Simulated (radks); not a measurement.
Problem. Dy II, 65 electrons, occupied as [Xe] 4f10 6s1. All-electron calculation, scalar-relativistic Kohn-Sham, PBEsol, spin-polarised, spherical densities, finite nucleus; open shells are filled with parallel spins first (spin-orbit coupling, left out, can overturn this in heavy ions); Fermi nuclear charge, rms radius 5.2218 fm; hard spherical wall at 15 bohr. Program: a radial shooting solver on a logarithmic mesh with Libxc functionals. Some entries of the table are withheld. Estimate them.

orbital  occ.  eigenvalue (hartree)  <1/r> (bohr^-1)
1s up       1             -1971.050            74.53
1s down     1             -1971.049            74.53
2s up       1             -328.4386            17.32
2s down     1             -328.4366            17.32
2p up       3             -291.5199            16.09
2p down     3             -291.5184            16.09
3s up       1             -73.29891            6.371
3s down     1             -73.24075            6.375
3p up       3             -61.96208            5.973
3p down     3             -61.90418            5.976
3d up       5             -47.35943            5.666
3d down     5             -47.31486            5.669
4s up       1             -14.72273            2.689
4s down     1             -14.59667            2.688
4p up       3             -10.98929            2.465
4p down     3             -10.86459            2.464
4d up       5              -5.90341            2.173
4d down     5              -5.78036            2.171
5s up       1              -2.06405            1.023
5s down     1              -1.99889            1.012
5p up       3              -1.19108           0.8500
5p down     3              -1.14086           0.8400
4f up       7              -0.39576            1.567
6s up       1              -0.34058           0.3421
6s down     0              -0.29925           0.3420
4f down     3              -0.28796            1.533
5d up       0              -0.26726           0.4730
5d down     0              -0.23039           0.4731
6p up       0                   (1)           0.2657
6p down     0                   (2)           0.2616
7s up       0              -0.10417           0.1644

Solution. 
(1) 6p up eigenvalue (hartree): -0.20979
(2) 6p down eigenvalue (hartree): -0.16925
